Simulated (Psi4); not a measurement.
silicon monoxide (OSi), singlet, geometry from GFN2-xTB; Psi4 with CAM-B3LYP/6-31G**.

Input for Psi4:
```
memory 2 GB

molecule {
0 1
Si   -0.00000000   -0.00000000   -0.54858264
O     0.00000000    0.00000000    0.96001962
}

set {
  basis 6-31g**
  diis_max_vecs 3
}

energy('cam-b3lyp')
print_variables()
```

Write the output that Psi4 gives for this input, abridged.


```
   => Loading Basis Set <=

    Name: 6-31G**
    Role: ORBITAL
    Keyword: BASIS

         ---------------------------------------------------------
                                   SCF
               by Justin Turney, Rob Parrish, Andy Simmonett
                          and Daniel G. A. Smith
                              RKS Reference
         ---------------------------------------------------------

  ==> Geometry <==

    Molecular point group: c2v
    Full point group: C_inf_v

    Geometry (in Angstrom), charge = 0, multiplicity = 1:

       Center              X                  Y                   Z               Mass
    ------------   -----------------  -----------------  -----------------  -----------------
         SI           0.000000000000     0.000000000000    -0.548759472203    27.976926534650
         O            0.000000000000     0.000000000000     0.959842787797    15.994914619570

  Running in c2v symmetry.

  Rotational constants: A = ************  B =      0.72785  C =      0.72785 [cm^-1]
  Rotational constants: A = ************  B =  21820.28472  C =  21820.28472 [MHz]
  Nuclear repulsion =   39.286596054177998

  Charge       = 0
  Multiplicity = 1
  Electrons    = 22
  Nalpha       = 11
  Nbeta        = 11

  ==> Algorithm <==

  SCF Algorithm Type is DF.
  DIIS enabled.
  MOM disabled.
  Fractional occupation disabled.
  Guess Type is SAD.
  Energy threshold   = 1.00e-06
  Density threshold  = 1.00e-06
  Integral threshold = 1.00e-12

  ==> Primary Basis <==

  Basis Set: 6-31G**
    Blend: 6-31G**
    Number of shells: 14
    Number of basis functions: 34
    Number of Cartesian functions: 34
    Spherical Harmonics?: false
    Max angular momentum: 2

  ==> DFT Potential <==

   => LibXC <=

    Version 7.1.2
    S. Lehtola, C. Steigemann, M. J. T. Oliveira, and M. A. L. Marques,  SoftwareX 7, 1–5 (2018) (10.1016/j.softx.2017.11.002)

   => Composite Functional: CAM-B3LYP <=

    CAM-B3LYP Hyb-GGA Exchange-Correlation Functional

    T. Yanai, D. P. Tew, and N. C. Handy,  Chem. Phys. Lett. 393, 51 (2004) (10.1016/j.cplett.2004.06.011)

    Deriv               =              1
    GGA                 =           TRUE
    Meta                =          FALSE

    Exchange Hybrid     =           TRUE
    MP2 Hybrid          =          FALSE

   => Exchange Functionals <=

    0.3500         Becke 88 [omega = 0.3300]
    0.4600   Short-range recipe for B88 functional - erf [omega = 0.3300]

   => Exact (HF) Exchange <=

    0.4600            HF,LR [omega = 0.3300]
    0.1900               HF

   => Correlation Functionals <=

    0.1900   Vosko, Wilk & Nusair (VWN5)
    0.8100   Lee, Yang & Parr

   => LibXC Density Thresholds  <==

    XC_HYB_GGA_XC_CAM_B3LYP:  1.00E-14

   => Molecular Quadrature <=

    Radial Scheme          =       TREUTLER
    Pruning Scheme         =           NONE
    Nuclear Scheme         =       TREUTLER

    Blocking Scheme        =         OCTREE
    BS radius alpha        =              1
    Pruning alpha          =              1
    Radial Points          =             75
    Spherical Points       =            302
    Total Points           =          42979
    Total Blocks           =            396
    Max Points             =            256
    Max Functions          =             34
    Weights Tolerance      =       1.00E-15

   => Loading Basis Set <=

    Name: (6-31G** AUX)
    Role: JKFIT
    Keyword: DF_BASIS_SCF

  ==> Integral Setup <==

  SCF_SUBTYPE=INCORE selected. In-core MEM_DF algorithm will be used.
  Using in-core AOs.

  ==> MemDFJK: Density-Fitted J/K Matrices <==

    J tasked:                   Yes
    K tasked:                   Yes
    wK tasked:                  Yes
    Omega:                3.300E-01
    Algorithm:                 Core
    Schwarz Cutoff:           1E-12
    Mask sparsity (%):       0.1730
    Fitting Condition:        1E-10

   => Auxiliary Basis Set <=

  Basis Set: (6-31G** AUX)
    Blend: CC-PVDZ-JKFIT
    Number of shells: 60
    Number of basis functions: 211
    Number of Cartesian functions: 211
    Spherical Harmonics?: false
    Max angular momentum: 3

  Minimum eigenvalue in the overlap matrix is 9.4699934564E-03.
  Reciprocal condition number of the overlap matrix is 1.9297421096E-03.
    Using symmetric orthogonalization.

  ==> Pre-Iterations <==

  SCF Guess: Superposition of Atomic Densities via on-the-fly atomic UHF (no occupation information).

   -------------------------
    Irrep   Nso     Nmo
   -------------------------
     A1        18      18
     A2         2       2
     B1         7       7
     B2         7       7
   -------------------------
    Total      34      34
   -------------------------

  ==> Iterations <==

                           Total Energy        Delta E     RMS |[F,P]|

   @DF-RKS iter SAD:  -363.97425775724713   -3.63974e+02   0.00000e+00
   @DF-RKS iter   1:  -364.43526393692912   -4.61006e-01   3.69171e-02 ADIIS/DIIS
   @DF-RKS iter   2:  -362.97082937063561    1.46443e+00   8.89659e-02 ADIIS/DIIS
   @DF-RKS iter   3:  -364.59097306078979   -1.62014e+00   2.37000e-02 ADIIS/DIIS
   @DF-RKS iter   4:  -364.68096451298243   -8.99915e-02   1.19547e-03 ADIIS/DIIS
   @DF-RKS iter   5:  -364.68122761220917   -2.63099e-04   8.37801e-05 DIIS
   @DF-RKS iter   6:  -364.68122892159244   -1.30938e-06   2.16879e-05 DIIS
   @DF-RKS iter   7:  -364.68122903674913   -1.15157e-07   6.32325e-06 DIIS
   @DF-RKS iter   8:  -364.68122904509772   -8.34859e-09   2.47573e-06 DIIS
   @DF-RKS iter   9:  -364.68122904621697   -1.11925e-09   4.57264e-07 DIIS
  Energy and wave function converged.

  ==> Post-Iterations <==

   Electrons on quadrature grid:
      Ntotal   =   22.0000017324 ; deviation = 1.732e-06

    Orbital Energies [Eh]
    ---------------------

    Doubly Occupied:

[...]
    Virtual:

[...]
    Final Occupation by Irrep:
             A1    A2    B1    B2
    DOCC [     7,    0,    2,    2 ]
    NA   [     7,    0,    2,    2 ]
    NB   [     7,    0,    2,    2 ]

  @DF-RKS Final Energy:  -364.68122904621697

   => Energetics <=

    Nuclear Repulsion Energy =             39.2865960541779984
    One-Electron Energy =                -583.0622382810663566
    Two-Electron Energy =                 201.3486444112102447
    DFT Exchange-Correlation Energy =     -22.2542312305387640
    Empirical Dispersion Energy =           0.0000000000000000
    VV10 Nonlocal Energy =                  0.0000000000000000
    Total Energy =                       -364.6812290462169699

Computation Completed

Properties will be evaluated at   0.000000,   0.000000,   0.000000 [a0]

Properties computed using the SCF density matrix

 Multipole Moments:

 ------------------------------------------------------------------------------------
     Multipole            Electronic (a.u.)      Nuclear  (a.u.)        Total (a.u.)
 ------------------------------------------------------------------------------------

 L = 1.  Multiply by 2.5417464519 to convert [e a0] to [Debye]
 Dipole X            :          0.0000000            0.0000000            0.0000000
 Dipole Y            :          0.0000000            0.0000000            0.0000000
 Dipole Z            :         -1.0567583           -0.0073516           -1.0641099
 Magnitude           :                                                    1.0641099

 ------------------------------------------------------------------------------------

  Variable Map:
  ----------------------------------------------------------------------------
[...]
  Array Variable Map:
  ----------------------------------------------------------------------------
[...]
[...]
```
